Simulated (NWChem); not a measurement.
Species: CH7NOSi; SMILES C([SiH2]O)N

```xyz
11

N      0.1170     2.2062     0.0052
C     -0.7057     0.9727     0.0283
Si     0.3772    -0.5877     0.0122
O     -0.4250    -2.0538     0.0919
H      0.7300     2.2344     0.8192
H      0.7265     2.2089    -0.8121
H     -1.3937     1.0088    -0.8262
H     -1.3412     1.0047     0.9217
H      1.2525    -0.5587     1.2123
H      1.2379    -0.4970    -1.2094
H     -0.9480    -2.3025    -0.6824
```
Atoms are numbered in this order, from 1.

Computed with NWChem. Pople sets run with spherical d functions. Geometry: optimised at B3LYP/6-31G* (spherical d). B3LYP is NWChem's, with the RPA form of VWN correlation. Level: B3LYP/6-31G* with SMD (1 M gas to 1 M solution), gas-phase geometry. Reactions with the solvent are ignored.

Question: Predict the results for solvent water. Quantities: solvation free energy (kcal/mol); cavity-dispersion-structure term (kcal/mol); dipole in solution (D).

Answer: 
```yaml
solvation free energy (kcal/mol): -7.3
cavity-dispersion-structure term (kcal/mol): 3.0
dipole in solution (D): 1.71
```
